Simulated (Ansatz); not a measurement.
Program: Ansatz. Geometries: PBE0-D4/def2-TZVP. ΔE: electronic, gas phase. CCSD(T)/CBS adds triple-zeta CCSD(T) − MP2 to the extrapolated MP2 energy (def2 sets, frozen cores). DFT in def2-TZVPP. Each species was taken in one conformer, which may not be the lowest.

Reaction (substitution at a C–C bond): `C=C([SiH3])C=S` + `C=C(O)[SiH3]` → `C=C([SiH3])OC=S` + `C=C[SiH3]`

```
    level  ΔE (kcal/mol)
r2SCAN-D4            1.8
  PBE0-D4            3.0
  ωB97X-V            1.5
   B2PLYP            1.8
```

(1) What does CCSD(T)/CBS give? (Best estimate.)

Largest T1 diagnostic among the species: 0.016.

Results:

(1) Computed: +3.7 kcal/mol. The listed levels differ from it by -1.9, -0.7, -2.2, -1.9 kcal/mol.

The D4 term adds +0.9 kcal/mol with B3LYP and +0.4 kcal/mol with PBE0; it sums over pairs of atoms, weighted by their polarisabilities, and B3LYP, whose exchange is more repulsive, gets the larger term. In def2-TZVPP, CCSD(T) changes the Hartree–Fock value by +2.4 kcal/mol (the triples alone add +0.2 kcal/mol) and MP2 by +3.2 kcal/mol.

B3LYP here is the variant with VWN-RPA as its local correlation; programs differ in this.
